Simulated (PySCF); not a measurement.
C4H3ClSe.
SMILES: `ClC1=C[Se]C=C1`

Method used: PBE0-D3(BJ)/def2-SVP geometry optimisation, gas phase in PySCF.

Take the most abundant isotopes and a rigid rotor. 

**Question.** Give the principal moments of inertia and the rotational constants in cm⁻¹.

**Answer.** Ia = 80.61, Ib = 494.00, Ic = 574.60 u·Å²; 505379 MHz·u·Å²/I gives 6270, 1023 and 879.5 MHz, that is A = 0.20913, B = 0.03413, C = 0.02934 cm⁻¹.

**Question.** What kind of rotor is it?

**Answer.** A near-prolate asymmetric top: κ = (2 × 1023 − 6270 − 879.5)/(6270 − 879.5) = -0.95.

**Question.** Is it planar, by Δ = Ic − Ia − Ib?

**Answer.** Planar: Δ = Ic − Ia − Ib = 0.00 u·Å². For a rigid frame Δ = −2 Σ m c², so it vanishes when all atoms lie in the ab plane; here none is more than 0.01 Å from it.

**Question.** List the rotational levels J(Ka,Kc) to J = 2 (cm⁻¹).

**Answer.** Above 0(0,0):
J = 1: 1(0,1) 0.0635, 1(1,1) 0.2385, 1(1,0) 0.2433
J = 2: 2(0,2) 0.1903, 2(1,2) 0.3606, 2(1,1) 0.3750, 2(2,1) 0.9000, 2(2,0) 0.9001
Those of J = 1 are B + C, A + C and A + B.

**Question.** Which types of transition are allowed, and where do some lines up to J = 3 fall?

**Answer.** The dipole components are |μa| = 1.34 D, |μb| = 0.43 D, |μc| = 0.00 D; the mirror of this Cs structure is the ab plane, so μc vanishes by symmetry and there are no c-type lines. The squared components, which scale the intensities, stand as 1.00 : 0.10 (a : b). Some lines, for components of 0.1 D or more:

```csv
type,branch,"J(Ka,Kc)",MHz,lower level (cm⁻¹)
a,Q,"2(1,1) ← 2(1,2)",431,0.361
b,R,"3(0,3) ← 2(1,2)",590,0.361
a,Q,"3(1,2) ← 3(1,3)",861,0.544
a,R,"2(1,2) ← 1(1,1)",3662,0.238
a,R,"2(0,2) ← 1(0,1)",3802,0.063
a,R,"3(1,3) ← 2(1,2)",5491,0.361
a,R,"3(0,3) ← 2(0,2)",5696,0.190
b,Q,"3(1,2) ← 3(0,3)",5762,0.380
b,R,"1(1,1) ← 0(0,0)",7149,0.000
b,R,"2(1,2) ← 1(0,1)",8908,0.063
b,Q,"2(2,0) ← 2(1,1)",15743,0.375
b,Q,"2(2,1) ← 2(1,2)",16170,0.361
b,Q,"3(2,2) ← 3(1,3)",16387,0.544
b,R,"2(2,0) ← 1(1,1)",19835,0.238
b,R,"3(2,2) ← 2(1,1)",21447,0.375
b,R,"3(2,1) ← 2(1,2)",21893,0.361
b,Q,"3(3,0) ← 3(2,1)",26579,1.091
b,R,"3(3,1) ← 2(2,0)",32298,0.900
b,R,"3(3,0) ← 2(2,1)",32301,0.900
```

**Question.** Estimate the classical rotational partition function at 25 K, 50 K and 100 K.

**Answer.** Point group Cs, symmetry number σ = 1; q = (√π/σ)·√((kT/h)³/(ABC)), k/h = 20836.6 MHz/K: 8870 at 25 K, 25100 at 50 K, 71000 at 100 K.

PBE0-D3(BJ)/def2-SVP frequencies: not computed here. No vibrational averaging or centrifugal distortion is included, and the geometry carries the error of its method. Quadrupole hyperfine structure (35Cl) is left out.
